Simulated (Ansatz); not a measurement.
Sn₄Cl₄, relaxed as a singlet with RKS PBE0-D4/def2-SVP in Ansatz, starting from the GFN1-xTB geometry. Force threshold 0.02 eV/Å.

In the def2 sets Sn takes a core potential; there is no spin–orbit coupling. The restricted singlet is unstable towards broken spin symmetry in Hartree–Fock (as tested in another run); at PBE0-D4/def2-SVP this wasn't settled. Another isomer (singlet) lies 1.15 eV lower at PBE0-D4/def2-TZVP; other spin states weren't run for this one.

Start:

```xyz
8

Sn    0.1135   -2.0847   -0.8987
Sn    0.8291    0.5704   -1.2488
Sn   -0.8548   -0.5785    1.2171
Sn   -0.1203    2.0681    0.8788
Cl   -1.3493    4.0856    1.0041
Cl    1.3927   -4.0751   -0.9406
Cl    2.0846    1.4435   -3.0520
Cl   -2.0953   -1.4294    3.0401
```

Question: Estimate the energy that the relaxation releases and the steps that it takes.

Answer: 24.3 kJ/mol, in 7 steps; 85 s on 4 threads of Arm Neoverse N1 on a shared host. No frequencies were taken in this run, so the end may be a saddle point.

Question: Does the start keep its bonding and symmetry?

Answer: By distances, no bond broke or formed. The bond that changes most is Sn2–Sn3, from 3.20 to 3.36 Å (atoms count from 1). Point group Cs at the start, Cs at the end, both within 0.05 Å.

Question: Predict the relaxed structure.

Answer: 
```xyz
8

Sn   -0.101   -2.094   -1.052
Sn    0.871    0.603   -1.307
Sn   -0.899   -0.610    1.280
Sn    0.093    2.069    1.033
Cl   -1.407    3.922    0.894
Cl    1.454   -3.894   -0.837
Cl    2.133    1.454   -3.120
Cl   -2.143   -1.451    3.110
```
Bond lengths (bridged metal pairs left out): 4 × Sn–Sn 2.87 to 2.88 Å; 4 × Cl–Sn 2.37 to 2.39 Å.
